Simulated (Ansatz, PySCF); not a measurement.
System: S₂O, charge 0, multiplicity 1. 
Structure (B3LYP-D3(BJ)/def2-TZVP (Ansatz, an electronic-structure program) minimum search):
SMILES: [O-][S+]=S
```xyz
3

S     -1.2713    -0.2700    -0.0085
S      0.6249    -0.2533     0.0083
O      1.2928     1.0466     0.0004
```
Charge 0, spin multiplicity 1.

Total electronic energies in hartree. Cores are frozen in the correlated levels unless marked. No spin-orbit coupling. Non-relativistic. CBS(X,Y): correlation extrapolated as X^-3; Hartree-Fock from the larger set. The program attaches cautions to a run behind SCS-MP2/STO-3G: large difference.

The Hartree-Fock reference is unstable (checked in the largest basis), which strains HF and MP2. 

```csv
level,program,energy (Eh)
RI-HF/cc-pV(T+d)Z,Ansatz,-869.94134
RI-HF/aug-cc-pV(Q+d)Z,Ansatz,-869.95759
revPBE/def2-TZVPD,Ansatz,-871.49724
M06-L/def2-TZVPD,PySCF,-871.63227
BHLYP-D3(BJ)/def2-TZVPD,Ansatz + dftd3,-871.59629
r2SCANh-D4/def2-TZVPD,Ansatz + dftd4,-871.55192
r2SCAN0/def2-TZVPD,Ansatz,-871.53030
PW6B95-D3(BJ)/def2-TZVPD,PySCF + dftd3,-872.37669
M06-2X/def2-TZVPD,PySCF,-871.57670
PBE-QIDH/def2-TZVPD,Ansatz,(withheld)
RI-MP2/cc-pV(T+d)Z,Ansatz,-870.53971
SCS-MP2/STO-3G,Ansatz,-860.17106
SCS-MP2/6-31G,Ansatz,-869.88213
SCS-MP2/cc-pwCVTZ,Ansatz,-870.53590
"CCSD(T)/CBS(cc-pV(T+d)Z,cc-pV(Q+d)Z)",Ansatz,-870.6817
```

Task: Some entries are withheld; supply them.

Result: 
- PBE-QIDH/def2-TZVPD, energy (Eh): -871.10403
